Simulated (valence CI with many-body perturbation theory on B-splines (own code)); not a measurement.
E1 line list for As

Method: relativistic CI+MBPT: five valence electrons over a frozen Dirac-Fock core [Ar] 3d10, radial functions for each j: 9 s, 9 p, 8 d, 6 f, 3 g, 1 h, with the one-electron correlation potential Σ1 (screened to all orders), the two-electron term Σ2, the three-electron term Σ3, Breit, model QED; selected single and double excitations, second order for the rest, scaled by the run's own slope (own B-spline code, finite nucleus).

Against 11 measured levels this calculation errs by 93 cm⁻¹ on average and by 134 at most. These come from a selection out of the NIST Handbook of Basic Atomic Spectroscopic Data. Levels without a partner in it may be off by more. Among the levels kept, up to 1700 cm⁻¹ of a level comes from second order outside the variational space, and about a tenth of that is noise between levels of different J, which matters for small intervals.

Lines 1 to 50 of 287 in falling wavelength, among levels below 71619 cm⁻¹, chosen from the strongest by gf and those to the six lowest levels. Wavelengths and rates use the calculated energies, so an error of 90 cm⁻¹ moves a line at 4971 nm by 4.5 % and its rate by three times that or more. Electric multipoles are in the length gauge, E1 and E2 with the static RPA response of the core. Weak lines are less certain than strong ones. Lines between different terms over intervals too small for the method are left out, as are lines whose strength nearly cancels. Where a level lies close to another of its J and parity, the split of strength between their lines is uncertain. The highest levels of a list are the least certain.

Names give the largest LS component (configuration and term), which can be under half, so a name can repeat, a term be missing and a line seem to break the LS rules; names also repeat where a configuration has a term twice. Letters in brackets count levels of one name in rising energy.

| λ vac (nm) | Upper | Lower | A (s⁻¹) | log gf | Branch % |
| --- | --- | --- | --- | --- | --- |
| 4971 | 4s²4p²5p ²D°_5/2 [b] | 4s²4p²4d ²D_5/2 | 3.95e+04 | -1.06 | 0.2 |
| 4644 | 4s²4p²5p ²P°_1/2 [b] | 4s²4p²6s ²P_3/2 | 6.10e+05 | -0.40 | 3.5 |
| 4508 | 4s²4p²4d ⁴D_1/2 | 4s²4p²5p ²P°_1/2 [a] | 2.26e+05 | -0.86 | 0.7 |
| 4377 | 4s²4p²5p ²D°_3/2 [b] | 4s²4p²6s ²P_1/2 | 4.88e+05 | -0.25 | 3.3 |
| 4036 | 4s²4p²6p ²S°_1/2 | 4s²4p²6s ²P_1/2 | 9.04e+05 | -0.35 | 20.2 |
| 3980 | 4s²4p²4d ⁴D_5/2 | 4s²4p²5p ²D°_5/2 [a] | 7.80e+04 | -0.95 | 0.2 |
| 3919 | 4s²4p²5p ²D°_5/2 [b] | 4s²4p²6s ⁴P_3/2 | 3.72e+05 | -0.29 | 1.8 |
| 3900 | 4s²4p²6p ⁴D°_3/2 [b] | 4s²4p²4d ²D_5/2 | 1.88e+05 | -0.77 | 2.3 |
| 3794 | 4s²4p²4d ⁴F_5/2 | 4s²4p²5p ⁴D°_5/2 | 1.32e+05 | -0.77 | 0.6 |
| 3752 | 4s²4p²4d ²F_5/2 | 4s²4p²5p ⁴P°_5/2 | 6.35e+04 | -1.09 | 0.0 |
| 3571 | 4s²4p²4d ⁴D_3/2 | 4s²4p²5p ⁴S°_3/2 | 2.28e+05 | -0.76 | 1.3 |
| 3571 | 4s²4p²6p ⁴P°_1/2 | 4s²4p²4d ²D_3/2 | 4.39e+05 | -0.78 | 5.0 |
| 3530 | 4s²4p²6p ²S°_1/2 | 4s²4p²6s ⁴P_3/2 | 1.58e+06 | -0.23 | 35.4 |
| 3522 | 4s²4p²6p ⁴D°_1/2 | 4s²4p²6s ⁴P_1/2 | 2.10e+06 | -0.11 | 38.5 |
| 3473 | 4s²4p²6p ⁴P°_1/2 | 4s²4p²6s ²P_1/2 | 1.21e+06 | -0.36 | 13.9 |
| 3418 | 4s²4p²6p ⁴D°_3/2 [a] | 4s²4p²6s ⁴P_1/2 | 1.68e+06 | 0.07 | 20.4 |
| 3331 | 4s²4p²5p ²F°_5/2 | 4s²4p²6s ⁴P_3/2 | 4.11e+05 | -0.39 | 1.8 |
| 3283 | 4s²4p²4d ⁴D_5/2 | 4s²4p²5p ⁴S°_3/2 | 2.54e+05 | -0.61 | 0.6 |
| 3251 | 4s²4p²4d ⁴F_9/2 | 4s²4p²5p ⁴D°_7/2 | 1.28e+06 | 0.31 | 100.0 |
| 3250 | 4s²4p²4d ²P_1/2 | 4s²4p²5p ⁴P°_1/2 | 2.86e+05 | -1.04 | 0.4 |
| 3243 | 4s²4p²4d ⁴F_3/2 | 4s²4p²5p ⁴D°_3/2 | 2.39e+05 | -0.82 | 0.6 |
| 3222 | 4s²4p²6p ⁴D°_3/2 [b] | 4s²4p²6s ⁴P_3/2 | 3.35e+06 | 0.32 | 40.2 |
| 3164 | 4s²4p²4d ⁴F_3/2 | 4s²4p²5p ⁴D°_1/2 | 4.58e+05 | -0.56 | 1.2 |
| 3111 | 4s²4p²6p ⁴D°_5/2 | 4s²4p²6s ⁴P_3/2 | 2.75e+06 | 0.38 | 21.0 |
| 3102 | 4s²4p²6p ⁴D°_1/2 | 4s²4p²4d ⁴D_1/2 | 7.93e+05 | -0.64 | 14.5 |
| 3091 | 4s²4p²6p ⁴P°_1/2 | 4s²4p²6s ⁴P_3/2 | 1.37e+06 | -0.41 | 15.8 |
| 3074 | 4s²4p²4d ⁴F_7/2 | 4s²4p²5p ⁴D°_5/2 | 1.54e+06 | 0.24 | 10.5 |
| 3070 | 4s²4p²4d ⁴P_3/2 [a] | 4s²4p²5p ²S°_1/2 | 3.08e+05 | -0.76 | 0.2 |
| 3021 | 4s²4p²6p ⁴D°_3/2 [a] | 4s²4p²4d ⁴D_1/2 | 8.69e+05 | -0.32 | 10.6 |
| 2961 | 4s²4p²6p ²D°_3/2 | 4s²4p²6s ²P_1/2 | 2.30e+06 | 0.08 | 12.2 |
| 2951 | 4s²4p²4d ²F_5/2 | 4s²4p²5p ²D°_3/2 [a] | 1.27e+06 | 0.00 | 0.8 |
| 2942 | 4s²4p²4d ⁴D_5/2 | 4s²4p²5p ⁴P°_5/2 | 3.84e+05 | -0.52 | 0.9 |
| 2910 | 4s²4p²4d ²P_1/2 | 4s²4p²5p ⁴P°_3/2 | 2.99e+05 | -1.12 | 0.4 |
| 2891 | 4s²4p²4d ⁴F_5/2 | 4s²4p²5p ⁴D°_3/2 | 1.42e+06 | 0.03 | 6.9 |
| 2876 | 4s²4p²4d ⁴D_7/2 | 4s²4p²5p ⁴P°_5/2 | 1.48e+06 | 0.17 | 9.1 |
| 2806 | 4s²4p²5p ²D°_3/2 [b] | 4s²4p²6s ⁴P_1/2 | 9.44e+05 | -0.35 | 6.3 |
| 2796 | 4s²4p²4d ²F_7/2 | 4s²4p²5p ²D°_5/2 [a] | 2.40e+06 | 0.35 | 1.2 |
| 2784 | 4s²4p²4d ²D_3/2 | 4s²4p²5p ²P°_3/2 | 7.69e+05 | -0.45 | 0.4 |
| 2704 | 4s²4p²4d ²D_5/2 | 4s²4p²5p ²P°_3/2 | 2.08e+06 | 0.14 | 1.0 |
| 2679 | 4s²4p²6p ²D°_3/2 | 4s²4p²6s ⁴P_3/2 | 3.04e+05 | -0.88 | 1.6 |
| 2628 | 4s²4p²4d ⁴F_3/2 | 4s²4p²5p ²S°_1/2 | 6.44e+05 | -0.57 | 1.7 |
| 2625 | 4s²4p²5p ²D°_3/2 [b] | 4s²4p²4d ⁴D_5/2 | 2.24e+05 | -1.03 | 1.5 |
| 2561 | 4s²4p²6p ⁴D°_3/2 [a] | 4s²4p²4d ²F_5/2 | 3.69e+05 | -0.84 | 4.5 |
| 2560 | 4s²4p²4d ⁴D_7/2 | 4s²4p²5p ⁴D°_7/2 | 7.82e+05 | -0.21 | 4.8 |
| 2550 | 4s²4p²4d ²F_5/2 | 4s²4p²5p ⁴P°_3/2 | 8.78e+05 | -0.29 | 0.5 |
| 2546 | 4s²4p²5p ²P°_1/2 [b] | 4s²4p²6s ⁴P_3/2 | 4.37e+05 | -1.07 | 2.5 |
| 2525 | 4s²4p²4d ²D_3/2 | 4s²4p²5p ²P°_1/2 [a] | 2.09e+06 | -0.10 | 0.9 |
| 2509 | 4s²4p²4d ²P_3/2 | 4s²4p²5p ⁴D°_1/2 | 6.85e+05 | -0.59 | 0.7 |
| 2469 | 4s²4p²4d ⁴D_3/2 | 4s²4p²5p ⁴P°_1/2 | 9.74e+05 | -0.45 | 5.7 |
| 2426 | 4s²4p²4d ⁴D_5/2 | 4s²4p²5p ²D°_3/2 [a] | 9.15e+05 | -0.31 | 2.1 |
